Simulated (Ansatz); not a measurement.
Cost and result for the atomization energy of `C[SiH](Cl)S[SiH2]Cl` (12 atoms, 11 bonds).

```json
{"atom": "C1", "x (Å)": "-0.0619", "y (Å)": "-2.4270", "z (Å)": "-0.0770"}
{"atom": "Si2", "x (Å)": "-0.4893", "y (Å)": "-0.6254", "z (Å)": "-0.0595"}
{"atom": "Cl3", "x (Å)": "-1.0726", "y (Å)": "-0.0230", "z (Å)": "-1.9398"}
{"atom": "S4", "x (Å)": "1.2653", "y (Å)": "0.4273", "z (Å)": "0.5599"}
{"atom": "Si5", "x (Å)": "0.6922", "y (Å)": "2.4424", "z (Å)": "0.2071"}
{"atom": "Cl6", "x (Å)": "-1.0578", "y (Å)": "2.9280", "z (Å)": "1.1631"}
{"atom": "H7", "x (Å)": "0.7520", "y (Å)": "-2.6231", "z (Å)": "-0.7774"}
{"atom": "H8", "x (Å)": "-0.9324", "y (Å)": "-3.0138", "z (Å)": "-0.3789"}
{"atom": "H9", "x (Å)": "0.2480", "y (Å)": "-2.7498", "z (Å)": "0.9200"}
{"atom": "H10", "x (Å)": "-1.6166", "y (Å)": "-0.3096", "z (Å)": "0.8429"}
{"atom": "H11", "x (Å)": "0.4900", "y (Å)": "2.7080", "z (Å)": "-1.2311"}
{"atom": "H12", "x (Å)": "1.7831", "y (Å)": "3.2660", "z (Å)": "0.7708"}
```

Total charge 0; spin multiplicity 1. The geometry is a stationary point of PBE0-D4/def2-TZVP. It is one conformer, not always the lowest. Program: Ansatz. All runs use 2 threads of an AMD EPYC 7R13 on a shared host and a share of an NVIDIA H100 80 GB. Times are those of one run each, without the atoms' runs, and a repeat can differ threefold. Electronic energies, without spin–orbit coupling; frozen cores. CCSD(T)/CBS adds CCSD(T) − MP2 in def2-TZVPP to the MP2 limit, and its time is that of the two runs behind it. T1 = 0.010. B3LYP takes the VWN-RPA correlation (the form of Gaussian; ORCA's B3LYP/G).

CCSD(T)/CBS is a level of theory with its own doubt, some kJ/mol a heavy atom from the limit and from the frozen cores, so smaller differences don't rank the functionals.

| level | functions | wall time |
| --- | --- | --- |
| PBE0-D4/def2-TZVPP | 325 | 2 s |
| PBE-D4/def2-TZVPP (with forces) | 325 | 2.4 s |
| B3LYP-D4/def2-TZVPP (with forces) | 325 | 2.4 s |
| r2SCAN-D4/def2-TZVPP (with forces) | 325 | 2.5 s |
| ωB97X-V/def2-TZVPP | 325 | 2.9 s |
| B2PLYP/def2-TZVPP | 325 | 5 s |
| MP2/def2-QZVPP | 587 | 6 s |
| ωB97M-V/def2-TZVPP (with forces) | 325 | 7.5 s |
| CCSD(T)/def2-TZVPP | 325 | 9.5 s |
| CCSD(T)/CBS(def2) | – | 16 s |

Q: What atomization energy does each give, and how far from CCSD(T)/CBS? (Best estimate.)

A: The calculation gave: 
| level | atomization (kJ/mol) | difference from CCSD(T)/CBS | per bond |
| --- | --- | --- | --- |
| PBE0-D4/def2-TZVPP | 4066.5 | -10.3 | -0.9 |
| PBE-D4/def2-TZVPP (with forces) | 4090.6 | 13.8 | 1.3 |
| B3LYP-D4/def2-TZVPP (with forces) | 4039.0 | -37.8 | -3.4 |
| r2SCAN-D4/def2-TZVPP (with forces) | 4091.9 | 15.1 | 1.4 |
| ωB97X-V/def2-TZVPP | 4100.3 | 23.5 | 2.1 |
| B2PLYP/def2-TZVPP | 3990.4 | -86.4 | -7.9 |
| MP2/def2-QZVPP | 4090.4 | 13.6 | 1.2 |
| ωB97M-V/def2-TZVPP (with forces) | 4094.7 | 17.9 | 1.6 |
| CCSD(T)/def2-TZVPP | 3951.6 | -125.2 | -11.4 |
| CCSD(T)/CBS(def2) | 4076.8 | 0.0 | 0.0 |

In def2-TZVPP, CCSD(T) changes the Hartree–Fock value by +884.5 kJ/mol (the triples alone add +59.8 kJ/mol) and MP2 by +949.4 kJ/mol; breaking electron pairs costs correlation energy, which Hartree–Fock lacks. From PBE to PBE0 (25 % exact exchange), in def2-TZVPP and without D4, the atomization energy moves by −18.4 kJ/mol: exact exchange takes away binding that semilocal exchange gives to molecules. The D4 term adds +70.5 kJ/mol with B3LYP and +37.5 kJ/mol with PBE0; it sums over pairs of atoms, weighted by their polarisabilities, and B3LYP, whose exchange is more repulsive, gets the larger term.
